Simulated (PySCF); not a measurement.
C₂H₈FNSi₂, SMILES C=C[Si@H](N)[SiH2]F.

Geometry: B3LYP-D3(BJ)/def2-SVP. The structure was generated by enumeration; whether it is a known compound was not checked. The values are those of a single conformer.

These are C-PCM-ωB97X/def2-SVP in PySCF values and carry that method's errors.

The values are the electrostatic part of the solvation free energy, E(continuum) − E(gas) at the gas-phase geometry, in a cavity of scaled van der Waals radii (PySCF's table); cavitation and dispersion terms are not included. In vacuum the orbital gap is 11.15 eV. The dipole moment in vacuum is 2.18 D.

Problem. Estimate the values in water (ε = 78.36), ethanol (ε = 24.85), diethylether (ε = 4.24). (An estimate is asked for; the answer gives what the named calculation found.)

Solution. 
```
solvent           ε  ΔG(elec) (kcal/mol)  dipole (D)  gap (eV)
------------  -----  -------------------  ----------  --------
water         78.36                 -4.9        2.65     11.13
ethanol       24.85                 -4.7        2.63     11.14
diethylether   4.24                 -3.7        2.52     11.14
```
